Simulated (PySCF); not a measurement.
A TDDFT job was run through a driver script with this input:

```
{"job": {"kind": "uv", "xc": "CAM-B3LYP", "basis": "def2-SVPD", "nstates": 8, "ntriplets": 3}, "charge": 0, "multiplicity": 1}
C     -0.886147     1.648918    -0.411103
Ge     0.127608     0.119014     0.365637
C      1.757298    -0.316720    -0.695557
C     -1.028378    -1.478229     0.654917
Cl     0.801764     0.746389     2.290046
H     -1.259263     1.397982    -1.399090
H     -1.730860     1.905895     0.221699
H     -0.245458     2.521987    -0.495963
H      2.323754    -1.107422    -0.211968
H      1.487270    -0.647200    -1.693632
H      2.397297     0.556643    -0.782725
H     -1.410282    -1.849270    -0.291033
H     -1.871245    -1.225753     1.291865
H     -0.464037    -2.272707     1.134740
```

Its output, with some lines taken out ([cut]) and without the SCF cycles:

```
converged SCF energy = -2656.5845315839

Static polarisability (au): isotropic 81.636, principal 81.206 81.212 82.490

Singlet excitations
state   eV       nm        f      main configurations
  1   7.6313    162.5   0.10873   H->L+1 0.45, H->L 0.44
  2   7.6319    162.5   0.10937   H-1->L+1 0.45, H-1->L 0.44
  3   7.7547    159.9   0.03043   H->L 0.46, H->L+1 0.39
  4   7.7551    159.9   0.03033   H-1->L 0.46, H-1->L+1 0.39
  5   8.7056    142.4   0.04600   H-1->L+2 0.26, H->L+3 0.26, H-2->L 0.14
[cut]
[cut]
  8   8.7499    141.7   0.00000   H->L+2 0.43, H-1->L+3 0.42

[cut]
```

Level of theory: TDDFT CAM-B3LYP/def2-SVPD, vertical, gas phase, core orbitals frozen in the response (PySCF 2.14.0, density-fitted response routines). Geometry: GFN2-xTB; no solvent, vibrations or thermal averaging. Relativistic effects, spin–orbit coupling among them, are left out although an element past zinc is present.

Question: What stood in the cut lines?

Answer: 
```
  6   8.7058    142.4   0.04645   H-1->L+3 0.26, H->L+2 0.26, H-3->L 0.14
  7   8.7244    142.1   0.04388   H->L+3 0.42, H-1->L+2 0.42
Triplet excitations (Tamm-Dancoff, eV): 7.1632 7.1635 7.5498
```

Question: Which orbital energies lie behind H and L?

Answer: HOMO -9.50 eV and LUMO 0.89 eV, a gap of 10.38 eV; state 1 differs from that by -2.75 eV.

Question: What is the total energy of state 7 at this geometry?

Answer: -2656.58453 + 0.32062 = -2656.26391 hartree.

Question: Give the energy of state 7 in hartree, cm⁻¹ and kJ/mol.

Answer: 0.32062 hartree, 70367 cm⁻¹, 841.8 kJ/mol.

Question: Which species is it?

Answer: `[CH3][Ge]([CH3])([CH3])[Cl]` (C3H9ClGe), point group C3v.

H and L stand for HOMO and LUMO.

Hardware: x86-64 server, one thread, shared host. Cost: 27 s.
